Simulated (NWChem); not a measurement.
System: TiH2SO2; SMILES [OH][Ti]([OH])=[S]

```xyz
6

Ti    -0.2621    -0.3317     0.0000
S      0.0852     1.7250     0.0000
O      0.2110    -1.1774    -1.5245
H      0.5134    -0.7322    -2.3372
O      0.2110    -1.1774     1.5245
H      0.5134    -0.7322     2.3372
```
Atoms are numbered in this order, from 1.

Results from NWChem. Structure relaxed at the PBE-D3(BJ)/def2-SVP level. Level M06-2X/def2-SVP: energy and gradient on several grids; changes count from the extra-fine grid, which is no exact limit either.

Task: Which is the coarsest grid (coarse; medium; fine; xcoarse; xfine) from which on the energy stays within 500 μHa and each gradient component within 500 μHa/bohr of xfine?

Result: medium.
| grid | size of the energy change (μHa) | largest change of a gradient component (μHa/bohr) |
|---|---|---|
| xcoarse | 20000 | 3000 |
| coarse | 900 | 600 |
| medium | < 10 | 60 |
| fine | < 10 | < 30 |
| xfine | < 10 | < 30 |
